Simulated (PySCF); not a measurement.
**Copper: a sound run and one with changed settings**

Sound run: Cu [Ar] 3d10 4s1, Cu⁺ [Ar] 3d10. Calculation: PySCF 2.14, in aug-cc-pVDZ-PP with ECP10MDF (5s5p4d2f, 54 functions); a scalar-relativistic core potential. The sound run starts from symmetry-adapted Hartree-Fock orbitals and uses a fine grid where one is needed.

Changed run: radial step 0.3 in ln r (0.13 in the sound run). This setting is unsound on purpose.

| species | method | sound run (hartree) | changed run (hartree) | converged |
| --- | --- | --- | --- | --- |
| Cu | UHF | -196.16516 | -196.16516 | yes |
| Cu | LDA | -196.93833 | -196.93825 | yes |
| Cu | MN15 | -197.56285 | -197.56304 | yes |
| Cu⁺ | UHF | -195.92275 | -195.92275 | yes |
| Cu⁺ | LDA | -196.61935 | -196.61928 | yes |
| Cu⁺ | MN15 | -197.27754 | -197.27769 | yes |

Ionisation energy of Cu:

| method | sound run (eV) | changed run (eV) |
| --- | --- | --- |
| UHF | 6.596 | 6.596 |
| LDA | 8.680 | 8.680 |
| MN15 | 7.764 | 7.765 |

A coarse radial grid mis-integrates the density and the exchange-correlation energy, with errors of either sign; Hartree-Fock needs no grid.

For comparison, NIST gives 7.726 eV between the lowest levels.
